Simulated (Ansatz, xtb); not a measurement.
Two isomers of CH9NOSi3

Structure X: `O=C[SiH2]N([SiH3])[SiH3]`, a singlet. Structure Y: `O=C[SiH2]N[SiH2][SiH3]`, a singlet. Both are isolated molecules in the gas phase, relaxed with B3LYP-D3(BJ)/def2-SVP, each in the lowest conformer that the search found.

X (Å):

```xyz
15

C    -2.0435    0.0438   -0.5411
N     0.9007    0.1831   -0.8100
O    -1.9656   -1.0846   -0.9797
Si   -0.4701    1.1320   -0.3074
Si    2.4976    0.9197   -0.6543
Si    0.8686   -1.4609   -1.4842
H    -3.0532    0.4611   -0.2658
H    -0.6619    2.3751   -1.1135
H    -0.4132    1.5351    1.1294
H     2.2907    2.2782   -0.0691
H     3.3798    0.1298    0.2507
H     3.1706    1.0595   -1.9766
H     0.1285   -1.5497   -2.7691
H     2.3131   -1.7304   -1.7735
H     0.4082   -2.4856   -0.5124
```

Y (Å):

```yaml
atoms:
  - { symbol: C, position_ang: [-0.1802, 2.3532, 1.3542] }
  - { symbol: N, position_ang: [-0.7752, -0.2804, 0.2266] }
  - { symbol: O, position_ang: [0.9871, 2.0171, 1.3442] }
  - { symbol: Si, position_ang: [-1.5285, 1.2462, 0.5260] }
  - { symbol: Si, position_ang: [0.9199, -0.7037, -0.0403] }
  - { symbol: Si, position_ang: [1.9716, 0.9007, -1.4045] }
  - { symbol: H, position_ang: [-0.4659, 3.3266, 1.8433] }
  - { symbol: H, position_ang: [-2.6922, 1.1026, 1.4497] }
  - { symbol: H, position_ang: [-1.9992, 1.9970, -0.6792] }
  - { symbol: H, position_ang: [-1.3988, -1.0843, 0.2509] }
  - { symbol: H, position_ang: [0.8823, -2.0289, -0.7357] }
  - { symbol: H, position_ang: [1.6824, -0.9096, 1.2268] }
  - { symbol: H, position_ang: [2.3343, 0.3098, -2.7301] }
  - { symbol: H, position_ang: [3.2116, 1.4381, -0.7763] }
  - { symbol: H, position_ang: [1.0256, 2.0288, -1.6618] }
```

Quicker runs give these differences E(Y) − E(X): GFN2-xTB +23.1 kcal/mol; HF/STO-3G +6.2 kcal/mol (at GFN2-xTB geometries); r2SCAN-D4/def2-SVP +10.5 kcal/mol (at GFN2-xTB geometries).

Question: Estimate E(Y) − E(X) at the level CCSD(T)/def2-SVP + ΔMP2/def2-TZVPP.

Answer: Calculated at CCSD(T)/def2-SVP + ΔMP2/def2-TZVPP: E(Y) − E(X) = +14.5 kcal/mol, so structure X lies lower.

The same difference at several levels:

```csv
level,geometry,E(Y) − E(X) (kcal/mol),departure from the last row (kcal/mol),"job, with rough time for the two"
GFN2-xTB,GFN2-xTB,+23.1,+8.6,"optimisation, 2.6 s"
HF/STO-3G,GFN2-xTB,+6.2,−8.3,"single point, 1.8 s"
r2SCAN-D4/def2-SVP,GFN2-xTB,+10.5,−4.0,"single point, 13 s"
B3LYP-D3(BJ)/def2-SVP,B3LYP-D3(BJ)/def2-SVP,+11.0,−3.5,"optimisation, 7.3 min"
HF/def2-SVP,B3LYP-D3(BJ)/def2-SVP,+14.7,+0.2,part of the CCSD(T) run
MP2/def2-SVP,B3LYP-D3(BJ)/def2-SVP,+15.0,+0.5,part of the CCSD(T) run
CCSD(T)/def2-SVP,B3LYP-D3(BJ)/def2-SVP,+13.5,−1.0,single point
CCSD(T)/def2-SVP + ΔMP2/def2-TZVPP,B3LYP-D3(BJ)/def2-SVP,+14.5,,"single point, 3.7 min"
```

As drawn, Y has 1 Si–Si, 1 N–H in place of 1 N–Si, 1 Si–H.

The levels shown agree on the order. The largest departure from CCSD(T)/def2-SVP + ΔMP2/def2-TZVPP is that of GFN2-xTB, 8.6 kcal/mol. The last row adds to CCSD(T) the change of the MP2 difference between the two basis sets, here +1.0 kcal/mol.

With thermal terms from frequencies at re-optimised GFN2-xTB minima (ideal gas, soft modes damped towards free rotors, one conformer each, 298.15 K, 1 atm): the zero-point term adds +0.7 kcal/mol; ΔH is +15.5 and ΔG +14.8 kcal/mol.

The correlated steps freeze 18 core orbitals. Codes used: Ansatz 0.2.0, xtb 6.7.1; the last row on 2 threads of AMD EPYC (Zen 3) on a shared host.
